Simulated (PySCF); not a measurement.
MoO₂Cl₂, SMILES [O]=[Mo]([Cl])([Cl])=[O], multiplicity 1. Geometry optimised at PBE0-D3(BJ)/def2-SVP. The spin state was assumed, not searched. The isomer is the one that the SMILES or the coordinates give; other isomers of the formula were not compared. The def2 effective core potentials stand for the cores of Mo; spin–orbit coupling is left out.

These are PySCF with PBE0-D3(BJ)/def2-SVP values and carry that method's errors.

Harmonic wavenumbers (cm⁻¹): 116, 176, 210, 238, 350, 441, 456, 1058, 1088. Rotational constants (GHz): 2.743, 1.659, 1.345; symmetry number 2.

Question: Work out the zero-point energy and the ideal-gas rigid-rotor harmonic-oscillator thermochemistry at 298.15 K and 1 atm.

Answer: ZPE = ½ Σ hcν = ½ × 4133 cm⁻¹ = 5.91 kcal/mol. H − E(el) = 10.35 kcal/mol. Entropy in cal/(mol K): translation 41.77, rotation 26.98, vibration 12.31, total 81.05. G − E(el) = -13.81 kcal/mol. Cp = 20.28 cal/(mol K). Modes under 150 cm⁻¹ make the vibrational entropy uncertain.
